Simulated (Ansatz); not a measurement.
F2+, multiplicity 2 (lowest of 2S+1 = 2, 4 at CCSD(T)/def2-TZVPP on PBE0 minima; our sources give no spin for the ground state, which may be another), most abundant isotopes (18.9984 and 18.9984 u). Constants from fifth-degree fits in 1/R to seven points on the lowest solution found; no spin–orbit coupling, no relativity up to Kr; ω_e x_e and α_e move by some per cent with the fit.

Cores are frozen in the correlated methods. CBS: X⁻³ extrapolation of the correlation energy, Hartree–Fock from the larger set.

Programs: Ansatz (Gaussian orbitals). Values without a source in brackets are computed.

```
level                                  r_e (Å)  ω_e (cm⁻¹)  ω_e x_e (cm⁻¹)  α_e (cm⁻¹)
-------------------------------------  -------  ----------  --------------  ----------
PBE/def2-TZVPP                          1.3157      1151.6            7.69      0.0101
CCSD(T)/CBS(aug-cc-pVTZ, aug-cc-pVQZ)   1.3054      1126.8            9.00      0.0118
```

Q: Derive the rotational constants, the centrifugal constant, the fundamental, the zero-point energy and the force constant.

A: 
μ = 9.49920 u.
- PBE/def2-TZVPP: B_e = 16.8576/(μ r_e²) = 1.0251 cm⁻¹; B₀ = B_e − α_e/2 = 1.0201 cm⁻¹; D = 4B_e³/ω_e² = 3.25e-06 cm⁻¹; fundamental ω_e − 2ω_e x_e = 1136 cm⁻¹; zero-point energy ω_e/2 − ω_e x_e/4 = 574 cm⁻¹; k = μ(2πcω_e)² = 742 N/m
- CCSD(T)/CBS(aug-cc-pVTZ, aug-cc-pVQZ): B_e = 16.8576/(μ r_e²) = 1.0414 cm⁻¹; B₀ = B_e − α_e/2 = 1.0355 cm⁻¹; D = 4B_e³/ω_e² = 3.56e-06 cm⁻¹; fundamental ω_e − 2ω_e x_e = 1109 cm⁻¹; zero-point energy ω_e/2 − ω_e x_e/4 = 561 cm⁻¹; k = μ(2πcω_e)² = 711 N/m

Doubts at one or more of the structures used: other coupled-cluster roots lie near (CCSD(T)/CBS(aug-cc-pVTZ, aug-cc-pVQZ)).

Ansatz is a program for electronic structure.
